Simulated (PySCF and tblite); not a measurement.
Values are calculated unless marked as measured or tabulated.
2 E/Z isomers of C₅H₅FO, numbered alike:

| isomer | SMILES | descriptors |
| --- | --- | --- |
| A | [CH2:1]=[CH:2]/[CH:3]=[C:4](\[F:5])[CH:6]=[O:7] | 3=4 Z |
| B | [CH2:1]=[CH:2]/[CH:3]=[C:4](/[F:5])[CH:6]=[O:7] | 3=4 E |

Each isomer is a Boltzmann average at 298.15 K over at most 6 conformers: GFN2-xTB geometries, energies PBE0/pcSseg-1 (D3(BJ) added where defined), GIAO shieldings PBE0/pcSseg-1, GFN2-xTB thermal terms. Programs: PySCF with density fitting and tblite.

Task: What shifts does each isomer give (ppm; of two unlike H on one atom, a is the less shielded)?

Result: 
A: ¹H (against TMS): 9.77 (H6, 1H), 7.14 (H2, 1H), 6.75 (H3, 1H), 6.12 (H1a, 1H), 6.06 (H1b, 1H). ¹³C (against TMS): 191.0 (C6), 162.5 (C4), 136.8 (C1), 136.6 (C2), 125.1 (C3). ¹⁹F (against CFCl3): -138.9 (F5).

B: ¹H (against TMS): 9.92 (H6, 1H), 8.32 (H2, 1H), 6.52 (H3, 1H), 6.01 (H1a, 1H), 5.97 (H1b, 1H). ¹³C (against TMS): 193.1 (C6), 161.6 (C4), 139.0 (C2), 138.0 (C1), 132.3 (C3). ¹⁹F (against CFCl3): -133.3 (F5).

Task: Which carbons tell the isomers apart best?

Result: C3: 125.1 in A, 132.3 in B; C2: 136.6 in A, 139.0 in B; C6: 191.0 in A, 193.1 in B ppm.

Unscaled ¹⁹F shifts at such levels can be off by tens of ppm; differences between conformers or isomers are more reliable. Shifts are unscaled: against experiment ¹³C can be off by 15 ppm or more and ¹H by 0.8 ppm. The search found a single conformer for at least one isomer; other rotamers may be missing.
